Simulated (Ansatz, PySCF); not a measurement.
C$_{4}$H$_{10}$AlFO, singlet, geometry from GFN2-xTB (such geometries of metal compounds can be far from the true shape), with bond 9-6 at 1.8 times its length. Base run: CASSCF(4,5)/STO-3G (PySCF).

The PySCF input:
```python
from pyscf import gto, scf, mcscf
import numpy

mol = gto.Mole()
mol.atom = '''
    Al    0.70333886   -0.76535193   -0.15246834
    F     0.19869065   -2.18081332   -0.85561145
    O     2.26153151   -0.57019703    0.32167187
    H     3.16670688   -0.48636659    0.58331683
    C    -0.66528671    0.71694112    0.13355151
    C    -0.12346155    2.04572784   -0.40160249
    C    -1.94910411    0.33723140   -0.60698599
    C    -0.97181813    0.89098499    1.62612308
    H    -1.39265620    3.49897856   -0.02940947
    H     0.03769522    1.99643954   -1.47736453
    H     0.82436115    2.29182016    0.07415796
    H    -1.77003407    0.26505946   -1.67910748
    H    -2.32037593   -0.62811519   -0.26376269
    H    -2.72567003    1.08498411   -0.43602205
    H    -1.41060301   -0.01445568    2.04202081
    H    -0.06354415    1.11804743    2.18185372
    H    -1.67581676    1.71265676    1.77243568
'''
mol.basis = 'sto-3g'
mol.verbose = 4
mol.build()

mf = scf.RHF(mol)
mf.kernel()
mc = mcscf.CASSCF(mf, 5, 4)
mc.fix_spin_(ss=0.0)
mc.kernel()
occ = numpy.linalg.eigvalsh(mc.fcisolver.make_rdm1(mc.ci, mc.ncas, mc.nelecas))[::-1]
ss = mc.fcisolver.spin_square(mc.ci, mc.ncas, mc.nelecas)[0]
print('natural occupations', occ.round(4), ' <S^2>', round(ss, 4))
```

Programs used: Ansatz (a first-principles code), PySCF; a row that names a program was run with it.

Variants of this job, named by their change:

| change | ΔE vs base (mEh) | natural occupations | <S^2> of the state | outcome |
|---|---|---|---|---|
| base | 0.000 | 1.97 1.72 0.28 0.03 0.00 | 0.00 | converged |
| code = ansatz; correction = SC-NEVPT2, all electrons | -265.7 | - | - | converged |
| solver = newton | 0.000 | 1.97 1.72 0.28 0.03 0.00 | 0.00 | converged |
| orbitals = fixed (CASCI) | 45.437 | 2.00 1.82 0.18 0.00 0.00 | 0.00 | converged |
| active space = 8 electrons, 7 orbitals | -17.748 | 2.00 1.98 1.97 1.72 0.28 0.03 0.02 | 0.00 | converged |
| active space = 6 electrons, 4 orbitals | - | - | - | not converged |
| correction = SC-NEVPT2 | -264.7 | 1.97 1.72 0.28 0.03 0.00 | 0.00 | converged |
| conv_tol = 1e-5 | 0.000 | 1.97 1.72 0.28 0.03 0.00 | 0.00 | converged |
| code = ansatz | -1.719 | - | - | converged |
| state_average = 2 states | 34.008 | - | - | converged |
| orbitals = fixed (CASCI); correction = SC-NEVPT2 | -262.3 | 2.00 1.82 0.18 0.00 0.00 | 0.00 | converged |

Active orbitals are taken around the Fermi level unless the row says otherwise; CASSCF can end in different local minima, and two programs can end on different orbitals. State-averaged rows give the lowest state.
